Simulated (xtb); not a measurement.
I$_{3}$In, singlet, geometry from GFN2-xTB (such geometries of metal compounds can be far from the true shape), atoms displaced at random by about 0.05 Å a coordinate. Base run: GFN2-xTB (xtb).

xtb was given this input:
```
$ xtb mol.xyz --gfn 2 --opt --json

# file mol.xyz
4

In    -0.00089066    -0.03594332     0.01377929
I      2.42204719    -0.37916363    -0.76844479
I     -0.85385724    -1.21844380     2.24135780
I     -1.65489714     1.72265152    -1.30914298
```

The base run was repeated with changes; each row names its change, and settings that it needs were set with it.

| change | ΔE vs base (mEh) | optimiser steps |
|---|---|---|
| base | 0.000 | 10 |
| alpb = ether | ___ | 10 |
| opt level = lax | 0.000 | 10 |
| opt level = sloppy | 0.022 | 8 |
| alpb = benzene | ___ | 10 |
| opt level = vtight | 0.000 | 11 |
| opt level = extreme | 0.000 | 11 |
| engine = lbfgs | 0.000 | - |
| opt level = tight | 0.000 | 10 |
| opt level = crude | 0.022 | 8 |

**Question.** Fill in the missing entries.

**Answer.** 
- alpb = ether, ΔE vs base (mEh): -20.345
- alpb = benzene, ΔE vs base (mEh): -15.998
